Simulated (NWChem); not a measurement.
System: CH$_{4}$BaN$_{2}$S

```xyz
9

Ba     0.5747     0.1104    -0.0009
S     -0.8381     2.6613     0.0018
H     -2.1087     2.1995    -0.0017
C     -0.9242    -2.5022     0.0013
N     -0.5515    -1.9715    -1.1522
N     -0.5444    -1.9739     1.1534
H     -1.5755    -3.4026     0.0023
H     -0.9431    -2.4626    -1.9489
H     -0.9301    -2.4673     1.9516
```
Atoms are numbered in this order, from 1.

Computed with NWChem. Geometry: optimised at PBE0/def2-SVP. No frequency run checked for a minimum. def2 effective core potentials on Ba; no spin-orbit coupling. Vertical excitations in the gas phase; the lowest state need not have the same character in each row.

Task: Order these by “lowest excitation, singlet (eV)”, lowest first: Hartree-Fock/def2-SVP, TDHF; PBE/def2-SVP, full TDDFT; B3LYP/def2-SVP, full TDDFT.

Result: PBE/def2-SVP, full TDDFT (2.63), B3LYP/def2-SVP, full TDDFT (2.98), Hartree-Fock/def2-SVP, TDHF (4.51)
